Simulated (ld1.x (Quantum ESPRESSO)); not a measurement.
## Before and after: TM potential for thallium

* Element: thallium
* Generator: ld1.x (Quantum ESPRESSO) 7.5
* Type: norm-conserving Troullier–Martins (Kleinman–Bylander form)
* Functional: LDA (PZ)
* Relativity: fully relativistic
* Frozen core: [Xe] 4f14
* Valence charge: 13
* Reference configuration: 5d10 6s1 6p0 (charge +2)
* Partial waves: 6p (bound, empty): rc 2.15 bohr; 5d (bound): rc 2.10 bohr; 6s (bound): rc 2.10 bohr
* Local potential: the s channel
* Core correction: Bessel-smoothed model core, default radius (core density twice the valence density)

Open shells are filled in proportion to 2j + 1 (rel_dist='average').

Change: all radii but the core radius scaled by about 1.05 (s 2.20, p 2.26, d 2.20 bohr).

Cutoffs: the cutoffs (Ry, on a coarse ladder) from which the occupation-weighted sum of valence levels, in a spherical-Bessel basis at the reference potential, stays within 10 and 1 mRy of its value at 400 Ry; they do not see the model core or the augmentation charge, which bear on the density cutoff. Errors are all-electron minus pseudo energies relative to the spin-unpolarised reference configuration.

Task: How do hardness, ghosts and transferability respond?

Result: The potential gets softer (50 Ry and 80 Ry → 45 Ry and 70 Ry); of the 7 tests that both files solve, the error grows in 3 and shrinks in 0 by more than 15 % and 0.3 meV (median size 6.5 → 6.2 meV); neither file shows a bound ghost. A larger radius leaves more room for a smooth pseudo-wave, so fewer plane waves are needed. More of the atom is replaced by a form fitted at one configuration, so other configurations suffer.

| quantity | base | changed |
| --- | --- | --- |
| cutoff, loose | 50 Ry | 45 Ry |
| cutoff, tight | 80 Ry | 70 Ry |
| bound ghosts | none | none |
| error for 5d10 6s2 6p1, meV [ΔE -26.72 eV] | -6.5 | -6.2 |
| error for 5d10 6s2 6p0, meV [ΔE -21.20 eV] | -7.0 | -6.5 |
| error for 5d10 6s0 6p0, meV [ΔE 30.60 eV] | -13 | -13 |
| error for 5d10 6s0 6p3, meV [ΔE -11.59 eV] | -2.5 | -5.6 |
| error for 5d10 6s1 6p1, meV [ΔE -12.96 eV] | -1.4 | -1.8 |
| error for 5d10 6s1 6p2, meV [ΔE -19.36 eV] | -0.5 | -1.5 |
| error for 5d10 6s2 6p0.5, meV [ΔE -24.70 eV] | -7.3 | -6.9 |
